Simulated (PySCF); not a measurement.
## Polarisability and C₆ of Ni(2+) (nickel, charge +2)

[Ar] 3d8, high-spin 3F determinant. Computed with PySCF 2.14 in def2-QZVPPD (11s6p5d4f2g, 100 functions), with no relativity, point nucleus. Coupled (time-dependent) response in atomic units; α is the mean over directions.

```
method  mean α (bohr³)  C₆ (like pair)  S(−4)
 B3LYP           3.213           8.891  5.355
```

S(−4) is the Cauchy moment in α(ω) = α(0) + S(−4) ω² + …

α(iu) at B3LYP:

```
u (hartree)  α(iu) (bohr³)
          0          3.213
     0.0500          3.200
      0.100          3.161
      0.200          3.022
      0.300          2.832
      0.500          2.428
      0.750          2.004
       1.00          1.685
       1.50          1.251
       2.00         0.9728
       3.00         0.6396
       5.00         0.3361
```

A single London oscillator, α(iu) = α/(1 + u²/ω²), gives C₆ = (3/4) ω α². Matching the computed C₆ needs ω = 4 × 8.891 / (3 × 3.213²) = 1.15 hartree.

For an ion, C₆ is the dispersion term alone; charge-induced terms of lower order in 1/R come first.
